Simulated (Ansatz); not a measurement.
Dissociation curve of Al2(mu-OH)2(H)4, H6Al2O2, singlet. The Al1–H10 bond (Al1 also carries Al, H, O, O; H10 carries nothing else) is varied alone, starting from the PBE0/def2-SVP optimised geometry.

RKS-PBE = restricted PBE/cc-pVDZ in Ansatz (a first-principles code); UKS-PBE = unrestricted PBE/cc-pVDZ in Ansatz; RKS-PBE0 = restricted PBE0/cc-pVDZ (Ansatz); UCCSD(T) = CCSD(T) on UHF/cc-pVDZ, frozen core (Ansatz).

Energies relative to the lowest point of each curve near equilibrium, in kJ/mol; the last columns give the difference from UCCSD(T):

| R / Å | RKS-PBE | UKS-PBE | RKS-PBE0 | UCCSD(T) | RKS-PBE − UCCSD(T) | UKS-PBE − UCCSD(T) | RKS-PBE0 − UCCSD(T) |
|---|---|---|---|---|---|---|---|
| 1.30 | 83.3 | 83.3 | 80.8 | 79.0 | 4.2 | 4.2 | 1.7 |
| 1.40 | 32.5 | 32.5 | 30.5 | 29.1 | 3.5 | 3.5 | 1.5 |
| 1.49 | 9.0 | 9.0 | 7.8 | 7.0 | 2.0 | 2.0 | 0.9 |
| 1.53 | 3.6 | 3.6 | 2.9 | 2.3 | 1.3 | 1.3 | 0.5 |
| 1.59 | 0.0 | 0.0 | 0.0 | 0.0 | 0.0 | 0.0 | 0.0 |
| 1.64 | 0.5 | 0.5 | 1.1 | 1.6 | -1.1 | -1.1 | -0.5 |
| 1.70 | 4.4 | 4.4 | 5.9 | 6.9 | -2.6 | -2.6 | -1.0 |
| 1.80 | 17.0 | 17.0 | 20.2 | 22.0 | -5.0 | -5.0 | -1.8 |
| 1.90 | 35.0 | 35.0 | 40.0 | 42.4 | -7.4 | -7.4 | -2.5 |
| 2.08 | 74.8 | 74.8 | 83.2 | 86.3 | -11.4 | -11.4 | -3.1 |
| 2.33 | 135.1 | 135.1 | 148.6 | 150.6 | -15.5 | -15.5 | -2.0 |
| 2.63 | 203.8 | 203.8 | 223.8 | 221.5 | -17.7 | -17.7 | 2.2 |
| 2.95 | 266.7 | 266.7 | 293.9 | 281.5 | -14.8 | -14.8 | 12.4 |
| 3.35 | 328.6 | 316.3 | 364.9 | 332.7 | -4.1 | -16.5 | 32.1 |
| 3.90 | 387.4 | 343.7 | 435.5 | 362.2 | 25.2 | -18.5 | 73.3 |
| 4.63 | 432.3 | 352.2 | 493.7 | 368.2 | 64.1 | -16.0 | 125.5 |

RKS-PBE is furthest from UCCSD(T) at 4.63 (64.1 kJ/mol, above); its mean absolute difference over the points is 11.3 kJ/mol.

UKS-PBE is furthest from UCCSD(T) at 3.90 (-18.5 kJ/mol, below); its mean absolute difference over the points is 8.6 kJ/mol.

RKS-PBE0 is furthest from UCCSD(T) at 4.63 (125.5 kJ/mol, above); its mean absolute difference over the points is 16.3 kJ/mol.

The restricted form behind RKS-PBE, RKS-PBE0 keeps the bonding electrons paired and can't separate into open-shell fragments. The unrestricted determinant behind UKS-PBE is spin-contaminated at 3.35 to 4.63 Å (<S²> up to 1.0, against 0.00 for a pure singlet). The unrestricted determinant behind UCCSD(T) is spin-contaminated at 2.63 to 4.63 Å (<S²> up to 1.0, against 0.00 for a pure singlet).
